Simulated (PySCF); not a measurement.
**Re²⁺: ionisation energy**

Re²⁺ [Xe] 4f14 5d5 (6S) → Re³⁺ [Xe] 4f14 5d4 (5D), as a difference of total energies. All numbers are calculated (PySCF 2.14, scalar relativity through the core potential, in aug-cc-pVQZ-PP with ECP60MDF (7s7p6d4f3g2h, 135 functions)). Correlated levels: valence: 5s2 5p6 frozen. The calculations carry no spin-orbit coupling.

```json
{"method": "UHF", "ionisation energy (eV)": "27.239"}
{"method": "LDA", "ionisation energy (eV)": "28.563"}
{"method": "PBE", "ionisation energy (eV)": "28.385"}
{"method": "PBE0", "ionisation energy (eV)": "28.316"}
{"method": "r2SCAN", "ionisation energy (eV)": "28.350"}
{"method": "r2SCAN0", "ionisation energy (eV)": "28.320"}
{"method": "PBEsol", "ionisation energy (eV)": "28.404"}
{"method": "PW91", "ionisation energy (eV)": "28.448"}
{"method": "MP2 (valence)", "ionisation energy (eV)": "27.859"}
{"method": "SCS-MP2 (valence)", "ionisation energy (eV)": "27.445"}
```

Problem. How much does correlation contribute at MP2 (valence)?

Solution. 27.859 − (27.239) = 0.620 eV, measured against UHF.

The reference lies between the lowest fine-structure levels, while these numbers refer to the centres of the terms.

For comparison: 27 ± 1.6 eV (theoretical estimate listed by NIST; NIST Atomic Spectra Database, ionization energies).
